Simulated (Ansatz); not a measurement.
`[CH3][Sn]([CH3])([CH3])[I]`, 14 atoms. Total charge 0; spin multiplicity 1. Correlated methods include outer-core shells of I, Sn, which these sets cover unevenly. Sn, I: def2 effective core potential. Hardware: A = 2 threads of an AMD EPYC 7R13 on a shared host; B = 2 threads of an AMD EPYC 7R13 on a shared host and a share of an NVIDIA H100 80 GB. Correlated methods freeze the cores. Open-shell runs search over several starts.

**Question.** Give the basis size and wall time and peak host memory of each of these runs in Ansatz. RKS PBE0-D4/def2-SVP energy [A]; RHF-MP2/def2-QZVPP energy [B]; RHF-CCSD(T)/def2-TZVPP energy [B]; UKS ωB97M-V/def2-TZVPP energy of the cation [B]; RKS B97M-V/def2-TZVPP energy [B]; direct RPA on PBE orbitals/def2-TZVPP energy [B]; UHF-CCSD(T)/def2-TZVPP energy of the cation [B]; RHF-CCSD(T)/def2-SVP energy [B]; RKS ωB97M-V/def2-QZVPP energy [B]; RKS PBE0-D4/def2-TZVP relaxation (5 steps) [B]; UHF-MP2/def2-QZVPP energy of the cation [B]; UKS r2SCAN-D4/def2-TZVPP energy of the cation [B]. (An estimate is asked.)

**Answer.** The calculation gave: Other jobs shared the machine, so times are rough.

| level | job | functions | wall time | peak host memory (GiB) |
| --- | --- | --- | --- | --- |
| RKS PBE0-D4/def2-SVP | energy [A] | 139 | 3.6 s | 0.44 |
| RKS B97M-V/def2-TZVPP | energy [B] | 319 | 7 s | 0.96 |
| RHF-CCSD(T)/def2-SVP | energy [B] | 139 | 9 s | 0.8 |
| RHF-MP2/def2-QZVPP | energy [B] | 605 | 9.5 s | 1.2 |
| direct RPA on PBE orbitals/def2-TZVPP | energy [B] | 319 | 9.5 s | 1.5 |
| RKS ωB97M-V/def2-QZVPP | energy [B] | 605 | 11 s | 1.3 |
| RHF-CCSD(T)/def2-TZVPP | energy [B] | 319 | 20 s | 1.4 |
| RKS PBE0-D4/def2-TZVP | relaxation (5 steps) [B] | 247 | 25 s | 0.94 |
| UKS r2SCAN-D4/def2-TZVPP | energy of the cation [B] | 319 | 27 s | 1 |
| UKS ωB97M-V/def2-TZVPP | energy of the cation [B] | 319 | 2.5 min | 1.2 |
| UHF-MP2/def2-QZVPP | energy of the cation [B] | 605 | 2.6 min | 1.4 |
| UHF-CCSD(T)/def2-TZVPP | energy of the cation [B] | 319 | 5.6 min | 1.5 |
